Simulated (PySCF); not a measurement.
**Polarisability and C₆ of Ga²⁺ (gallium, charge +2)**

[Ar] 3d9 4s2, 2D determinant (an excited configuration). Calculation: PySCF 2.14, in aug-cc-pwCVDZ-PP with ECP10MDF; scalar relativity through the core potential. Coupled (time-dependent) response in atomic units; α is the mean over directions. A double-zeta set is small for polarisabilities.

```json
{"method": "UHF", "mean α (bohr³)": "13.01", "α xx, yy, zz": "13.17, 13.17, 12.68", "C₆ (like pair)": "53.81", "S(−4)": "84.26"}
{"method": "PBE", "mean α (bohr³)": "11.21", "α xx, yy, zz": "11.35, 11.35, 10.93", "C₆ (like pair)": "44.09", "S(−4)": "61.11"}
{"method": "PBE0", "mean α (bohr³)": "11.69", "α xx, yy, zz": "11.84, 11.84, 11.39", "C₆ (like pair)": "46.62", "S(−4)": "66.93"}
{"method": "r2SCAN0", "mean α (bohr³)": "11.78", "α xx, yy, zz": "11.92, 11.92, 11.51", "C₆ (like pair)": "48.28", "S(−4)": "64.87"}
{"method": "PW91", "mean α (bohr³)": "11.17", "α xx, yy, zz": "11.31, 11.31, 10.90", "C₆ (like pair)": "43.92", "S(−4)": "60.67"}
```

S(−4) is the Cauchy moment in α(ω) = α(0) + S(−4) ω² + …

Spin-orbit coupling is absent.

α(iu) at r2SCAN0:

| u (hartree) | α(iu) (bohr³) |
| --- | --- |
| 0 | 11.78 |
| 0.0500 | 11.62 |
| 0.100 | 11.17 |
| 0.200 | 9.685 |
| 0.300 | 7.973 |
| 0.500 | 5.225 |
| 0.750 | 3.293 |
| 1.00 | 2.292 |
| 1.50 | 1.372 |
| 2.00 | 0.9687 |
| 3.00 | 0.6061 |
| 5.00 | 0.3266 |

A single London oscillator, α(iu) = α/(1 + u²/ω²), gives C₆ = (3/4) ω α². Matching the computed C₆ needs ω = 4 × 48.28 / (3 × 11.78²) = 0.464 hartree.

For an ion, C₆ is the dispersion term alone; charge-induced terms of lower order in 1/R come first.

The components differ because the open shell of this determinant is not spherical; for a pure term their mean is the scalar polarisability.

Energies and moments cover only the electrons outside the core potential.
